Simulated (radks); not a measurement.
Nb I, configuration [Kr] 4d4 5s1 (the NIST ground configuration).

All-electron calculation, scalar-relativistic Kohn-Sham, SCAN, spin-unpolarised, spherical densities, finite nucleus; meta-GGA in the generalised Kohn-Sham scheme; Fermi nuclear charge, rms radius 4.324 fm. Program: a radial shooting solver on a logarithmic mesh with Libxc functionals.

Energy parts (hartree):
total: -3820.41942
kinetic: 3933.67522
electron-nucleus: -9203.33043
Hartree: 1568.64250
exchange-correlation: -119.40671

Orbitals (lengths in bohr, moments of r in powers of bohr; r(90%) holds 90 % of the orbital's charge):
orbital  occ.  eigenvalue (hartree)   <1/r>     <r^2>  r(90%)      <r>
1s          2             -692.7508   42.39  0.001758  0.0646  0.03610
2s          2             -97.38014   9.543   0.02940   0.244   0.1579
2p          6             -86.84032   9.272   0.02319   0.224   0.1377
3s          2             -16.45195   3.262    0.2239   0.653   0.4420
3p          6             -12.96982   3.095    0.2307   0.673   0.4451
3d         10              -7.30932   2.854    0.2261   0.694   0.4330
4s          2              -2.21740   1.164     1.532    1.69    1.163
4p          6              -1.31188   1.026     1.954    1.94    1.304
4d          4              -0.10940  0.6295     6.276    3.75    2.215
5s          1              -0.14682  0.3405     16.00    5.59    3.736

The highest occupied level is 4d at -2.977 eV. The electron density at the nucleus is 8.401e+04 e/bohr^3 (large components only). For comparison, the ionisation energy in NIST's Atomic Spectra Database is 6.759 eV (measured). In exact Kohn-Sham theory the highest level is minus the ionisation energy, but local and semilocal functionals leave it too shallow, through self-interaction and a potential that decays too fast; potentials with the right tail come closer. The density falls to 0.001 e/bohr^3 at r = 4.85 bohr. Summed over all electrons, <r^2> = 60.19 bohr^2, which gives a Langevin (diamagnetic) susceptibility term of -47.7 x 10^-6 cm^3/mol.

Beside tabulated values, note that spin-unpolarised runs miss the spin-polarisation part of the exchange energy of open shells.
